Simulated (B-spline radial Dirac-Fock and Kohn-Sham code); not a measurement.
Successive ionisation energies of tellurium: Dirac-Fock against NIST

Calculated with an atomic code on a B-spline grid, using Dirac-Fock ΔSCF + Breit + QED. Each value is the difference of the configuration-average energies of two neighbouring ions in their tabulated ground configurations. Electron correlation is not included. NIST's values refer to the lowest levels; many for high charge states are themselves semi-empirical or theoretical. Where a p, d or f shell is open in either ion the computed value averages over both j values and all terms, while the table refers to the lowest levels; that difference holds spin-orbit splitting (largest in heavy or highly charged ions), term energies where several electrons share open shells, and correlation, and it can reach 10 % or more.

| ion | configuration | computed (eV) | NIST (eV) | kind | NIST − computed (eV) |
| --- | --- | --- | --- | --- | --- |
| Te³¹⁺ | [Ar] 3d3 | 1880.0 | 1889 ± 4 | theoretical | +9.04 |
| Te³²⁺ | [Ar] 3d2 | 1967.8 | 1979 ± 4 | theoretical | +11.19 |
| Te³³⁺ | [Ar] 3d1 | 2057.2 | 2066 ± 5 | theoretical | +8.80 |
| Te³⁴⁺ | [Ne] 3s2 3p6 | 2330.7 | 2309 ± 5 | theoretical | -21.69 |
| Te³⁵⁺ | [Ne] 3s2 3p5 | 2411.0 | 2386 ± 5 | theoretical | -25.03 |
| Te³⁶⁺ | [Ne] 3s2 3p4 | 2492.3 | 2472 ± 5 | theoretical | -20.27 |
| Te³⁷⁺ | [Ne] 3s2 3p3 | 2574.4 | 2552 ± 4 | theoretical | -22.42 |
| Te³⁸⁺ | [Ne] 3s2 3p2 | 2657.5 | 2700 ± 4 | theoretical | +42.54 |
| Te³⁹⁺ | [Ne] 3s2 3p1 | 2741.4 | 2788 ± 4 | theoretical | +46.59 |
| Te⁴⁰⁺ | [Ne] 3s2 | 2953.8 | 2954 ± 4 | theoretical | +0.19 |
| Te⁴¹⁺ | [Ne] 3s1 | 3039.8 | 3041 ± 0.5 | semi-empirical | +1.16 |
| Te⁴²⁺ | [He] 2s2 2p6 | 7116.7 | 7022 ± 4 | theoretical | -94.71 |
| Te⁴³⁺ | [He] 2s2 2p5 | 7346.1 | 7243 ± 4 | theoretical | -103.14 |
| Te⁴⁴⁺ | [He] 2s2 2p4 | 7578.6 | 7485 ± 4 | theoretical | -93.62 |
| Te⁴⁵⁺ | [He] 2s2 2p3 | 7814.1 | 7714 ± 4 | theoretical | -100.15 |
| Te⁴⁶⁺ | [He] 2s2 2p2 | 8052.7 | 8240 ± 4 | theoretical | +187.27 |
| Te⁴⁷⁺ | [He] 2s2 2p1 | 8294.4 | 8499 ± 4 | theoretical | +204.63 |
| Te⁴⁸⁺ | [He] 2s2 | 8821.0 | 8821 ± 4 | theoretical | 0.00 |
| Te⁴⁹⁺ | [He] 2s1 | 9040.6 | 9040.83 ± 0.04 | theoretical | +0.23 |
| Te⁵⁰⁺ | 1s2 | 37194.0 | 37196.52 ± 0.03 | theoretical | +2.55 |
| Te⁵¹⁺ | 1s1 | 38177.8 | 38177.74 ± 0.015 | theoretical | -0.07 |

Question: Where in this range is the largest relative jump, and why?

Answer: From Te⁴⁹⁺ (9040.6 eV) to Te⁵⁰⁺ (37194.0 eV), a factor of 4.11. The configuration goes from [He] 2s1 to 1s2, so the next electron comes out of a deeper subshell.
